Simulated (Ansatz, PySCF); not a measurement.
H₂BiCl, singlet, at a GFN2-xTB geometry (such geometries of metal compounds can be far from the true shape) (core potentials on Bi), with bond 4-1 at 1.4 times its length. Base run: CASSCF(4,3)/def2-SVP run with PySCF.

PySCF was given this input:
```python
from pyscf import gto, scf, mcscf
import numpy

mol = gto.Mole()
mol.atom = '''
    Bi   -0.26426668   -0.20983171    0.24446008
    H    -1.60991257    0.33248575   -0.77194868
    H    -0.11200694   -1.61457574   -0.82393547
    Cl    2.05385226    1.62377800   -1.63731479
'''
mol.basis = 'def2-svp'
mol.ecp = {'Bi': 'def2-svp'}
mol.verbose = 4
mol.build()

mf = scf.RHF(mol)
mf.kernel()
mc = mcscf.CASSCF(mf, 3, 4)
mc.fix_spin_(ss=0.0)
mc.kernel()
occ = numpy.linalg.eigvalsh(mc.fcisolver.make_rdm1(mc.ci, mc.ncas, mc.nelecas))[::-1]
ss = mc.fcisolver.spin_square(mc.ci, mc.ncas, mc.nelecas)[0]
print('natural occupations', occ.round(4), ' <S^2>', round(ss, 4))
```

Programs used: Ansatz (an electronic-structure program), PySCF; a row that names a program was run with it.

Variants of this job, named by their change:

```tsv
change	ΔE vs base (mEh)	natural occupations	<S^2> of the state	outcome
base	0.000	2.00 1.76 0.24	0.00	converged
conv_tol = 1e-5	-	-	-	not converged
active space = 2 electrons, 2 orbitals	1.031	1.75 0.25	0.00	converged
code = ansatz	0.005	-	-	converged
orbitals = fixed (CASCI)	14.829	2.00 1.87 0.13	0.00	converged
active space = 2 electrons, 3 orbitals	0.347	1.76 0.24 0.00	0.00	converged
correction = SC-NEVPT2	-253.6	2.00 1.76 0.24	0.00	converged
active space = 10 electrons, 9 orbitals	-	-	-	not converged
start = MP2 natural orbitals	0.000	2.00 1.76 0.24	0.00	converged
solver = newton	-	-	-	not converged
active space = 8 electrons, 6 orbitals	-	-	-	not converged
```

Active orbitals are taken around the Fermi level unless the row says otherwise; CASSCF can end in different local minima, and two programs can end on different orbitals. State-averaged rows give the lowest state.
